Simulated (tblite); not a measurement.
Compound: C4H9FSeSi.
Numbering: `[CH3:1][C@@:2]1([SiH3:3])[Se:4][CH2:5][C@@H:6]1[F:7]` (hydrogens: H8, H9, H10 on C1; H11, H12, H13 on Si3; H14, H15 on C5; H16 on C6)

Computed with GFN2-xTB (tblite), gas phase: L-BFGS steps from a force-field or distance-geometry start until the largest atomic force falls under 0.01 eV/Å.

Step 76: E = -619.7352 eV
```
atom  x, y, z in Å  |  force x, y, z in eV/Å
C1     -0.2773    1.7154   -0.6868    0.000  -0.002   0.000
C2     -0.0743    0.2602   -0.3353   -0.003   0.002   0.030
Si3    -1.6983   -0.7482   -0.1964    0.000  -0.002   0.012
Se4     1.2319   -0.7281   -1.5305   -0.009  -0.006   0.017
C5      1.6569   -1.1563    0.3525    0.017  -0.037  -0.032
C6      0.8326    0.0111    0.8634    0.027  -0.020   0.003
F7      0.1196   -0.2948    2.0079    0.000   0.006   0.029
H8     -0.8993    1.8155   -1.5741    0.017  -0.011  -0.018
H9     -0.7752    2.2190    0.1420   -0.008  -0.005  -0.006
H10     0.6744    2.2149   -0.8727    0.002   0.006   0.007
H11    -2.5264   -0.0715    0.7995   -0.012  -0.006  -0.020
H12    -2.2943   -0.7395   -1.5308   -0.009   0.023  -0.009
H13    -1.3745   -2.1111    0.2120    0.004  -0.008   0.007
H14     1.2211   -2.1151    0.6307   -0.003   0.000  -0.017
H15     2.7190   -1.1376    0.5890   -0.013   0.013  -0.006
H16     1.4563    0.8750    1.1184   -0.009   0.047   0.000
```

Step 77: E = -619.7355 eV
```
atom  x, y, z in Å  |  force x, y, z in eV/Å
C1     -0.2770    1.7151   -0.6875   -0.003   0.007   0.006
C2     -0.0741    0.2605   -0.3349   -0.003  -0.018   0.023
Si3    -1.6985   -0.7471   -0.1957   -0.006  -0.008   0.010
Se4     1.2325   -0.7288   -1.5317   -0.026   0.008   0.024
C5      1.6570   -1.1564    0.3501    0.032  -0.043   0.005
C6      0.8326    0.0099    0.8640    0.025  -0.007  -0.006
F7      0.1212   -0.2978    2.0092   -0.002   0.004   0.013
H8     -0.8941    1.8143   -1.5789    0.033  -0.011  -0.009
H9     -0.7830    2.2170    0.1381    0.006  -0.005  -0.013
H10     0.6760    2.2159   -0.8659   -0.019   0.005   0.005
H11    -2.5256   -0.0675    0.7995   -0.009  -0.011  -0.021
H12    -2.2976   -0.7396   -1.5292   -0.002   0.022  -0.001
H13    -1.3736   -2.1098    0.2143   -0.001   0.000   0.005
H14     1.2225   -2.1162    0.6297    0.006   0.016  -0.023
H15     2.7194   -1.1356    0.5875   -0.024   0.005  -0.012
H16     1.4546    0.8750    1.1202   -0.005   0.035  -0.005
```

Step 78: E = -619.7359 eV
```
atom  x, y, z in Å  |  force x, y, z in eV/Å
C1     -0.2765    1.7144   -0.6879    0.000  -0.009   0.013
C2     -0.0746    0.2602   -0.3330   -0.001  -0.026   0.012
Si3    -1.7000   -0.7458   -0.1951   -0.003  -0.014   0.002
Se4     1.2315   -0.7295   -1.5322   -0.036   0.018   0.021
C5      1.6580   -1.1566    0.3482    0.035  -0.027   0.033
C6      0.8336    0.0085    0.8651    0.012   0.014  -0.008
F7      0.1247   -0.3016    2.0116   -0.006   0.003  -0.001
H8     -0.8888    1.8121   -1.5826    0.030  -0.012  -0.020
H9     -0.7883    2.2160    0.1334   -0.001   0.007   0.005
H10     0.6768    2.2156   -0.8608   -0.010   0.012   0.001
H11    -2.5277   -0.0645    0.7980   -0.011  -0.010  -0.014
H12    -2.3009   -0.7387   -1.5281    0.005   0.022   0.004
H13    -1.3737   -2.1080    0.2155   -0.005   0.000   0.005
H14     1.2248   -2.1168    0.6281    0.012   0.018  -0.021
H15     2.7202   -1.1320    0.5860   -0.018  -0.010  -0.017
H16     1.4532    0.8756    1.1226   -0.004   0.013  -0.015
```

Step 79: E = -619.7363 eV
```
atom  x, y, z in Å  |  force x, y, z in eV/Å
C1     -0.2763    1.7135   -0.6888    0.002   0.001   0.017
C2     -0.0749    0.2597   -0.3318    0.001  -0.019   0.001
Si3    -1.7011   -0.7453   -0.1934    0.002  -0.012  -0.005
Se4     1.2314   -0.7271   -1.5328   -0.034   0.018   0.011
C5      1.6587   -1.1567    0.3461    0.031  -0.005   0.040
C6      0.8347    0.0074    0.8656   -0.006   0.029  -0.001
F7      0.1277   -0.3049    2.0131   -0.007   0.005  -0.010
H8     -0.8779    1.8092   -1.5912    0.032  -0.013  -0.008
H9     -0.7988    2.2139    0.1266    0.000   0.007  -0.001
H10     0.6779    2.2176   -0.8506   -0.020   0.003   0.001
H11    -2.5266   -0.0620    0.7996   -0.016  -0.009  -0.008
H12    -2.3057   -0.7385   -1.5251    0.013   0.021   0.010
H13    -1.3727   -2.1066    0.2184   -0.009  -0.003   0.004
H14     1.2237   -2.1166    0.6228    0.016   0.006  -0.010
H15     2.7199   -1.1310    0.5861   -0.003  -0.023  -0.022
H16     1.4524    0.8763    1.1241   -0.004  -0.005  -0.022
```

**Question.** Estimate the geometry and energy of step 80. (The exact step hangs on the optimiser's Hessian estimate; all steps are aligned on step 79, rigid shifts and turns removed.)

**Answer.** E = -619.7366 eV, largest force 0.041 eV/Å
```
atom  x, y, z in Å  |  force x, y, z in eV/Å
C1     -0.2761    1.7125   -0.6890    0.000  -0.006   0.013
C2     -0.0755    0.2588   -0.3299    0.002  -0.001  -0.003
Si3    -1.7025   -0.7454   -0.1924    0.009  -0.004  -0.006
Se4     1.2299   -0.7248   -1.5328   -0.021   0.009   0.009
C5      1.6597   -1.1564    0.3458    0.009   0.014   0.021
C6      0.8359    0.0072    0.8663   -0.018   0.026   0.007
F7      0.1308   -0.3071    2.0149   -0.006   0.011  -0.014
H8     -0.8702    1.8063   -1.5964    0.022  -0.013  -0.006
H9     -0.8043    2.2137    0.1218   -0.012   0.010   0.008
H10     0.6777    2.2183   -0.8449   -0.003   0.002   0.000
H11    -2.5282   -0.0615    0.7997   -0.017  -0.008  -0.003
H12    -2.3088   -0.7373   -1.5236    0.017   0.019   0.011
H13    -1.3723   -2.1059    0.2194   -0.012  -0.009   0.004
H14     1.2231   -2.1160    0.6191    0.020  -0.004   0.002
H15     2.7200   -1.1304    0.5860    0.018  -0.030  -0.021
H16     1.4531    0.8769    1.1246   -0.009  -0.014  -0.025
```

The energy changes by -0.0003 eV. The first-order estimate −F·Δx gives -0.0004 eV and the mean of the old and new forces, exact on a quadratic surface, -0.0003 eV. The step makes an angle of 76° with the force vector and moves no atom by more than 0.010 Å.

What follows is the cost of the whole relaxation. Hardware: Arm Neoverse N1, one thread, shared host. Cost: 1.2 s wall.
